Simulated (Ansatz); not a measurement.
`[NH2][Cd][Cl]` + H₂S → `[SH][Cd][Cl]` + NH₃ at 700 K and 1 bar (ligand exchange at a Cd–N bond).

Gas-phase electronic energies from Ansatz, PBE0-D4/def2-TZVP geometries. CBS: MP2 limit from def2 TZ/QZ plus the TZ coupled-cluster correction, frozen cores. This one scheme is used for every species. Elements past krypton have def2 core potentials. For Cd outer-core shells are correlated without core-valence functions, which leaves a few kJ/mol of doubt a bond. One conformer a species, not always the lowest.

| species | CCSD(T)/CBS energy (Eh) | H − E (kJ/mol) | S (J/(mol·K)) |
| --- | --- | --- | --- |
| `[NH2][Cd][Cl]` | -683.44247 | 114.1 | 369.4 |
| H₂S | -398.97279 | 64.8 | 236.9 |
| `[SH][Cd][Cl]` | -1025.94547 | 70.1 | 376.0 |
| NH₃ | -56.50880 | 116.9 | 226.5 |

H − E and S are ideal-gas, rigid-rotor, harmonic terms from PBE0-D4/def2-TZVP, for one conformer and one mirror image of each species. 1 Eh = 2625.50 kJ/mol, R = 8.31446 J/(mol·K).

By hand: ΔE, ΔH, ΔS and ΔG.

ΔE = (-1025.94547) + (-56.50880) − (-683.44247) − (-398.97279) = -0.03901 Eh = -102.4 kJ/mol. Δ(H − E) = 70.1 + 116.9 − 114.1 − 64.8 = 8.1, so ΔH = -94.3 kJ/mol. ΔS = 376.0 + 226.5 − 369.4 − 236.9 = -3.8 J/(mol·K). ΔG = -94.3 − 700 × (-3.8)/1000 = -91.6 kJ/mol.

By hand: the equilibrium constant, and the temperature at which ΔG would vanish if ΔH and ΔS stayed fixed.

log₁₀ K = −ΔG/(RT ln 10) = 6.8. ΔG = 0 at ΔH/ΔS = 24816 K, far beyond where these terms or the molecules hold.

The number of gas molecules stays the same, so ΔS is small and ΔH decides. A doubt of 5 kJ/mol in ΔE shifts log₁₀ K by 0.4 here. Other conformers and mirror images would add mixing entropy, several J/(mol·K) or more a flexible species. These are equilibria of isolated gas molecules and say nothing of rates. Largest T1 diagnostic: 0.014 (customary marks: 0.02 for closed shells, 0.045 for open ones).
